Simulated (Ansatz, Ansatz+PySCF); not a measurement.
```xyz
2

N     0.0000    0.0000   -0.5788
O     0.0000    0.0000    0.5065
```

Basis set: STO-3G (spherical functions). Correlated methods keep 2 orbitals frozen. Correlation on ROHF uses semicanonical orbitals with singles. Charge 0, multiplicity 2.

Computed with Ansatz (development build ahead of 0.2.0); each method stands on the lowest determinant of its kind that the runs found.

The atomization energy at this shape (free ground-state atoms in the same class of orbitals less the molecule, no zero-point energy) of doublet NO:

```csv
method,atomization energy
PBE0 (unrestricted),399.7 kJ/mol
ROHF-CCSD(T),238.2 kJ/mol
UHF,-63.3 kJ/mol
ROHF,-65.4 kJ/mol
```

Question: What does ROHF-MP2 give?

Answer: 208.7 kJ/mol. Caution: the shape is not the minimum.

This basis has no polarisation functions and is too small for such energies, which can lie far from measured ones in either direction.
